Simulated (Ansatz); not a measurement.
VBr4, that is [VBr4]- with one electron fewer. Total charge 0; quartet. Geometry r2SCAN-D4/def2-SVPD, that of the charge -1 triplet; atoms count from 1.

Cartesian coordinates in Å:
```
V 0.000 0.000 0.000
Br -1.419 0.120 -1.924
Br 0.997 2.141 0.391
Br 1.718 -1.624 -0.376
Br -1.296 -0.637 1.909
```

At PBE0-D4/def2-TZVPD a doublet of charge 0 lies 1.21 eV below the quartet at the same geometry.

(1) Estimate the Mulliken populations from the PBE0/def2-TZVPD orbitals of Ansatz.

(2) Where does the spin sit?

(3) And the Mayer bond orders between bonded heavy atoms (over 0.3)?

Answers

(1) 
| atom | charge (e) | spin (α − β) | d electrons |
| --- | --- | --- | --- |
| V1 | 0.39 | 1.99 | 3.22 |
| Br2 | -0.10 | 0.25 | – |
| Br3 | -0.10 | 0.25 | – |
| Br4 | -0.10 | 0.25 | – |
| Br5 | -0.10 | 0.25 | – |
Mulliken values and Mayer orders depend strongly on the basis. With diffuse functions, as here, like atoms can get unlike values, and bond orders can come out too low or too high.

(2) Summed by element: V 1.99, Br 1.01, of 3 unpaired in all. Largest on single atoms: V1 1.99, Br3 0.25, Br4 0.25.

(3) V1–Br2 1.03 (2.39 Å); V1–Br3 1.03 (2.39 Å); V1–Br4 1.03 (2.39 Å); V1–Br5 1.03 (2.39 Å).
